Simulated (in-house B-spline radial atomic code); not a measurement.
Al²⁺. Computed with a B-spline radial atomic code. Model: non-relativistic spherical atom: semilocal Troullier-Martins pseudo-atom, one channel per l, against all electrons, high spin, G0W0 and RPA with empty states to l = 8, local potential for every l without a channel, a model core (radius 0 = none) keeps its share of the functional.

What the tables leave out is listed at the end.

The pseudopotential gives back the lowest level of each angular momentum of its own functional in the configuration it was made in; a second state of the same l is only approximately right. Exact exchange, RPA and GW see the smooth pseudo-orbitals and miss the exchange with the core, for which the functional's share stands in. The column with an uncorrelated core keeps all orbitals and exact exchange, and so separates missing core correlation from pseudisation. Only the three outermost levels and the lowest empty one were computed. RPA here is direct RPA, with no exchange kernel, and its energies carry an (l + 1/2)⁻⁴ tail. A hybrid on a potential with a model core restores only its own semilocal share of the core's exchange.

Command:
```bash
python run_psgw.py task.json out
```
Settings (lengths in bohr, energies in hartree):
```
Z                      13
electrons              11
configuration          [Ne] 3s1
generated_in           [Ne] 3s1
functional             pbe,pbe
core_shells            2
radius_factor          0.8
core_correction        False
ion_configuration      [He] 2s2 2p6
```

Cost of the run: 31 s on 1 thread of Arm Neoverse N1, on a shared host.

Given: made with PBE; model core radius 0 bohr; local radius 0.669 bohr; mean-field start PBE.

Valence shells of the generating configuration: 2p, 3s.

Channel: s 1.528, p 0.517 (radii in bohr).

Computed: largest level miss in the spin-unpolarised generating configuration 0.001 eV; valence RPA correlation energy all-electron orbitals -0.37501 hartree; all-electron RPA polarisability, core included 8.997 bohr³; pseudo-atom RPA polarisability 8.9507 bohr³; ionisation by mean-field all-electron 28.822 eV; ionisation by RPA all-electron 29.068 eV; ionisation by RPA pseudo minus all 0.565 eV.

| level | occupied | mean-field all-electron (eV) | mean-field pseudo minus all (eV) | G0W0 all-electron (eV) | G0W0 uncorrelated core minus all (eV) | G0W0 pseudo minus all (eV) | exchange self-energy all-electron (eV) | exchange self-energy pseudo (eV) |
| --- | --- | --- | --- | --- | --- | --- | --- | --- |
| 3s up | 1 | -24.44 | -0.04 | -29.178 | -0.043 | -0.462 | -13.494 | -12.69 |
| 3s down (empty) | 0 | -22.03 | 0.07 | -18.831 | -0.039 | -0.477 | -2.5054 | -1.7347 |

(1) What is the ionisation by mean-field pseudo minus all?

(2) What is the valence RPA correlation energy pseudo?

Given: mean-field start PBE0.

Computed: valence RPA correlation energy pseudo -0.49194 hartree; all-electron RPA polarisability, core included 7.7211 bohr³; pseudo-atom RPA polarisability 7.4416 bohr³; ionisation by mean-field all-electron 28.684 eV; ionisation by RPA all-electron 28.954 eV; ionisation by RPA pseudo minus all 0.579 eV.

```csv
level,occupied,mean-field all-electron (eV),mean-field pseudo minus all (eV),G0W0 all-electron (eV),G0W0 uncorrelated core minus all (eV),G0W0 pseudo minus all (eV),exchange self-energy all-electron (eV),exchange self-energy pseudo (eV)
3s up,1,-25.456,-0.195,-29.114,-0.038,-0.511,-13.353,-12.828
2p down,1,-94.802,1.275,-104.31,-0.691,3.44,-60.089,-49.387
2p up,?,?,?,?,?,?,?,?
3s down (empty),0,-20.928,-0.13,-18.747,-0.033,-0.407,-2.2576,-1.6657
```

(3) What belongs in the row 2p up?

(4) What is the ionisation by mean-field pseudo minus all?

(5) What is the valence RPA correlation energy all-electron orbitals?

Given: mean-field start Hartree-Fock.

Computed: valence RPA correlation energy all-electron orbitals -0.32066 hartree; all-electron RPA polarisability, core included 5.6269 bohr³; pseudo-atom RPA polarisability 4.9679 bohr³; ionisation by mean-field all-electron 28.04 eV; ionisation by mean-field pseudo minus all 0.812 eV; ionisation by RPA pseudo minus all 0.613 eV.

```csv
level,occupied,mean-field all-electron (eV),mean-field pseudo minus all (eV),G0W0 all-electron (eV),G0W0 uncorrelated core minus all (eV),G0W0 pseudo minus all (eV),exchange self-energy all-electron (eV),exchange self-energy pseudo (eV)
3s up,1,-28.062,-0.836,-28.925,-0.026,-0.621,-12.915,-13.199
2p down,?,?,?,?,?,?,?,?
2p up,1,-108.01,5.051,-106.06,-0.679,3.575,-60.429,-49.391
3s down (empty),0,-17.329,-0.466,-18.523,-0.016,-0.3,-1.5384,-1.3648
```

(6) What belongs in the row 2p down?

(7) What is the ionisation by RPA all-electron?

(8) What is the valence RPA correlation energy pseudo?

Answers

(1) -0.035 eV.

(2) -0.50953 hartree.

(3) occupied: 1; mean-field all-electron (eV): -95.055; mean-field pseudo minus all (eV): 1.265; G0W0 all-electron (eV): -104.57; G0W0 uncorrelated core minus all (eV): -0.698; G0W0 pseudo minus all (eV): 3.396; exchange self-energy all-electron (eV): -60.326; exchange self-energy pseudo (eV): -49.715.

(4) 0.175 eV.

(5) -0.35867 hartree.

(6) occupied: 1; mean-field all-electron (eV): -107.72; mean-field pseudo minus all (eV): 5.183; G0W0 all-electron (eV): -105.81; G0W0 uncorrelated core minus all (eV): -0.673; G0W0 pseudo minus all (eV): 3.599; exchange self-energy all-electron (eV): -60.182; exchange self-energy pseudo (eV): -49.162.

(7) 28.741 eV.

(8) -0.44938 hartree.

Among the listed levels the largest G0W0 shift of the pseudo-atom is +3.60 eV, for 2p down on the Hartree-Fock start, while leaving the core uncorrelated moves that level by -0.67 eV. So pseudisation and the lost core exchange, not the missing core correlation, make the error. Not in the tables (levels of low weight, unsolved or above zero; the highest and the empty levels are kept at any weight): on PBE the G0W0 levels 2p down (pseudo minus all +2.64 eV, weights 0.79 and 0.58), 2p up (pseudo minus all +2.64 eV, weights 0.78 and 0.58).
